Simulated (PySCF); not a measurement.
A structure optimised at B3LYP-D3(BJ)/def2-SVP, used in a PySCF frequency run:

```xyz
7

Se    -0.4951     0.3778     0.8206
H     -1.8135    -0.1933     0.4487
S      0.7503    -0.8735    -0.5361
C      0.7330     0.0896    -2.0897
H     -0.2783     0.1392    -2.5171
H      1.3930    -0.4546    -2.7839
H      1.1281     1.1027    -1.9333
```
Charge 0, spin multiplicity 1.

Question: Write its SMILES and formula.

Answer: CS[SeH], CH4SSe

Question: What are its rotational constants (standard atomic weights)?

Answer: 15.479, 2.6646, 2.3533 GHz
